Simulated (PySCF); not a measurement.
# State search for RbTe⁺

Unrestricted PBE0; Rb def2-SVP with ECP28, Te def2-SVP with ECP28; scalar-relativistic core potentials (PySCF 2.14). Outer shells of the fragments: Rb+ closed shells only; Te 4d10 5s2 5p4.

Followed along the bond (rough minima from three points):

```csv
2Ms+1,unpaired,⟨S²⟩ at the start,R at minimum (Å),Te (eV)
3,π ↑↑,2.00,3.84,0.00
3,"σ ↑, π ↑",2.00,4.25,0.35
1,π ↑↓,1.01,3.85,0.37
1,"σ ↓, π ↑",1.01,4.21,0.70
1,none,0.00,3.84,1.47
```

Solutions found at the starting distance of 3.480 Å, counted from the lowest of them; the search is not exhaustive and high or unbound solutions are not listed, so other states can lie among these:

```
2Ms+1    unpaired   term  E (eV)  ⟨S²⟩  ⟨Lz²⟩  μ (D)
    3        π ↑↑    ³Σ⁻    0.00  2.00   0.00  -8.12
    3    σ ↑, π ↑     ³Π    0.37  2.00   1.00  -8.60
    1        π ↑↓  mixed    0.37  1.01   2.01  -8.13
    1    σ ↓, π ↑  mixed    0.72  1.01   1.01  -8.56
    1        none  mixed    1.47  0.00   2.00  -8.10
    3  σ ↑↑, π ↑↓  mixed    6.11  3.01   2.01   1.92
    1  σ ↓↓, π ↑↑  mixed    6.16  2.01   0.00   2.39
    3    σ ↑, π ↑     ³Π    7.09  2.00   1.00   1.07
    1    σ ↓, π ↑  mixed    7.15  1.00   1.00   1.57
    3  σ ↑, π ↑↑↓  mixed    7.69  3.01   3.01  -0.02
```

A term symbol is given only where ⟨S²⟩ and ⟨Lz²⟩ are close to those of a pure state; real π, δ and φ orbitals otherwise mix terms. A positive dipole points towards Te; it is taken about the centre of mass and depends on that origin.

Spin–orbit coupling is left out. Counting both spins, an empty level lies below a filled one in some of these solutions, because spin and occupation are held.
